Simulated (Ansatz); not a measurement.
```yaml
crystal:
  periodic: [false, false, false]
  atoms:
    - {symbol: C, position_ang: [-0.248010, 0.798471, -0.454878]}
    - {symbol: D, position_ang: [0.434373, -0.740950, -1.116612]}
    - {symbol: Si, position_ang: [0.808707, -2.196806, 0.381757]}
    - {symbol: Cl, position_ang: [0.213699, -1.246072, 2.153595]}
    - {symbol: H, position_ang: [0.426436, 1.611638, -0.720054]}
    - {symbol: H, position_ang: [-1.220361, 0.966729, -0.916029]}
    - {symbol: H, position_ang: [-0.353546, 0.738990, 0.626622]}
basis:
  gaussian: {orbitals: def2-TZVP}
hamiltonian: {xc: {name: revPBE}, dispersion: d3bjatm}
accuracy: high
```

```sh
$ ansatz run in.yaml --threads 2 --pin off --events-out ev --progress --plain --max-ram 22528MiB --backend cpu
```

**Question.** How does Ansatz answer? (Best estimate.)

**Answer.** Computed: The input was rejected before any iteration.
```
Error: YAML parse error: error: line 5 column 16: `D` is not an element symbol (H … Og, case-exact)
 --> <input>:5:16
3 |   atoms:
4 |     - {symbol: C, position_ang: [-0.248010, 0.798471, -0.454878]}
5 |     - {symbol: D, position_ang: [0.434373, -0.740950, -1.116612]}
6 |     - {symbol: Si, position_ang: [0.808707, -2.196806, 0.381757]}
7 |     - {symbol: Cl, position_ang: [0.213699, -1.246072, 2.153595]}
```
